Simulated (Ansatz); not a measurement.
`C[S][Ge][F]` + H–F → `[F][Ge][F]` + CH₃SH at 700 K and 1 bar (ligand exchange at a Ge–S bond).

Calculated with Ansatz (gas phase, PBE0-D4/def2-TZVP geometries, no zero-point term in ΔE). CBS: MP2 limit from def2 TZ/QZ plus the TZ coupled-cluster correction, frozen cores. This one scheme is used for every species. For Ge outer-core shells are correlated without core-valence functions, which leaves a few kJ/mol of doubt a bond. Scalar relativity is left out up to krypton. One conformer a species, not always the lowest.

```
      species  CCSD(T)/CBS energy (Eh)  H − E (kJ/mol)  S (J/(mol·K))
`C[S][Ge][F]`              -2613.59497           166.7          418.3
          H–F               -100.39570            45.2          198.5
 `[F][Ge][F]`              -2275.77030            42.7          315.6
        CH₃SH               -438.22835           160.2          309.0
```

H − E and S are ideal-gas, rigid-rotor, harmonic terms from PBE0-D4/def2-TZVP, for one conformer and one mirror image of each species. 1 Eh = 2625.50 kJ/mol, R = 8.31446 J/(mol·K).

Task: By hand: ΔE, ΔH, ΔS and ΔG.

Result: ΔE = (-2275.77030) + (-438.22835) − (-2613.59497) − (-100.39570) = -0.00798 Eh = -21.0 kJ/mol. Δ(H − E) = 42.7 + 160.2 − 166.7 − 45.2 = -9.0, so ΔH = -30.0 kJ/mol. ΔS = 315.6 + 309.0 − 418.3 − 198.5 = 7.8 J/(mol·K). ΔG = -30.0 − 700 × (7.8)/1000 = -35.5 kJ/mol.

Task: By hand: the equilibrium constant, and the temperature at which ΔG would vanish if ΔH and ΔS stayed fixed.

Result: log₁₀ K = −ΔG/(RT ln 10) = 2.6. ΔH and −TΔS have one sign here, so there is no such temperature.

The number of gas molecules stays the same, so ΔS is small and ΔH decides. A doubt of 5 kJ/mol in ΔE shifts log₁₀ K by 0.4 here. Other conformers and mirror images would add mixing entropy, several J/(mol·K) or more a flexible species. These are equilibria of isolated gas molecules and say nothing of rates. Largest T1 diagnostic: 0.015 (customary marks: 0.02 for closed shells, 0.045 for open ones).

ΔS is within the doubt of such terms, so its sign, and with it that verdict, could turn.
